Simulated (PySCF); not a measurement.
W: ionisation energy

W [Xe] 4f14 5d4 6s2 (5D) → W⁺ [Xe] 4f14 5d4 6s1 (6D), as a difference of total energies. Calculation: PySCF 2.14, in aug-cc-pwCVDZ-PP with ECP60MDF; a scalar-relativistic core potential. Correlated levels: valence: 5s2 5p6 frozen. The calculations carry no spin-orbit coupling.

```json
{"method": "UHF", "ionisation energy (eV)": "5.888"}
{"method": "MP2 (valence)", "ionisation energy (eV)": "7.127"}
{"method": "SCS-MP2 (valence)", "ionisation energy (eV)": "7.376"}
{"method": "CCSD (valence)", "ionisation energy (eV)": "7.309"}
{"method": "CCSD(T) (valence)", "ionisation energy (eV)": "7.430"}
```

Task: How much does correlation contribute at CCSD(T) (valence)?

Result: 7.430 − (5.888) = 1.542 eV, measured against UHF.

Errors of the correlated levels include the incompleteness of this basis and the frozen core.

For comparison: 7.825 eV (measured; NIST levels, between the centres of gravity of the two terms).
